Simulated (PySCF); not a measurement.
**Electron correlation in Co (cobalt, neutral)**

[Ar] 3d7 4s2, high-spin 4F determinant. All numbers are calculated (PySCF 2.14, the non-relativistic Hamiltonian (point nucleus), in def2-TZVP (6s4p4d1f, 45 functions)). Frozen: [Ar]; 9 electrons correlated.

MP2 pair energies summed by pair of shells (mhartree):

| pair | energy | share (%) |
| --- | --- | --- |
| 3d-3d | -150.57 | 76.9 |
| 3d-4s | -24.53 | 12.5 |
| 4s-4s | -20.69 | 10.6 |

Total MP2 correlation energy: -195.79 mhartree.

Same-spin part -76.21 and opposite-spin part -119.59 mhartree; SCS-MP2 scales them by 1/3 and 6/5 to -168.91 mhartree.
